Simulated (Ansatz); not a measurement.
`[CH3][In]([OH])[Cl]`. The species carries charge 0 and has multiplicity 1. In takes the def2 core potential.

| atom | x (Å) | y (Å) | z (Å) |
| --- | --- | --- | --- |
| C1 | 0.152 | 1.028 | 0.890 |
| In2 | -0.191 | -0.774 | -0.195 |
| O3 | 0.006 | -1.143 | -2.128 |
| Cl4 | -0.905 | -2.730 | 0.845 |
| H5 | -0.404 | 1.845 | 0.430 |
| H6 | -0.174 | 0.890 | 1.919 |
| H7 | 1.216 | 1.264 | 0.870 |
| H8 | 0.300 | -0.380 | -2.632 |

(1) What are the harmonic wavenumbers in cm⁻¹ at PBE0-D4/def2-TZVP (Ansatz, finite differences of forces, unscaled)? (Best estimate.)

Results:

(1) Computed: 22i, 94, 122, 128, 298, 359, 516, 607, 723, 743, 801, 1196, 1447, 1451, 3074, 3169, 3185, 3889.
